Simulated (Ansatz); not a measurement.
## Predicting a hybrid from its neighbours: SiH4O4 (orthosilicic acid)

SiH4O4: 9 atoms, total charge 0, spin state singlet. As SMILES, `O[Si](O)(O)O`. Geometry: relaxed at PBE0-D4/def2-TZVP. This is one conformer, not always the lowest.

The vertical ionisation energy (to the doublet cation) y, in eV, basis def2-SVP; a is the functional's share of exact exchange. Programs: Ansatz 0.2.0.

```
functional  program     a  y (eV)
       PBE   Ansatz     0   10.29
    revPBE   Ansatz     0   10.24
     B3LYP   Ansatz   0.2   11.00
      PBE0   Ansatz  0.25   11.15
   r2SCAN0   Ansatz  0.25       ?
     BHLYP   Ansatz   0.5   11.73
```

Fit y = c + s·a to the known rows and predict r2SCAN0.


1. Means of the 5 rows: a = 0.1900, y = 10.882.
2. Σ(Δa)² = 0.172, Σ(Δa·Δy) = 0.5146, so the slope is 0.5146/0.172 = 2.9919.
3. Intercept: 10.882 − (2.9919) × 0.1900 = 10.314. The largest residual of the fit is 0.088.
4. r2SCAN0: 10.314 + (2.9919) × 0.25 = 11.06 eV.

The run gave 11.41 eV, so the prediction is off by -0.35 eV, more than the scatter of the fit. The rows mix families of semi-local functionals, which the line can't see.
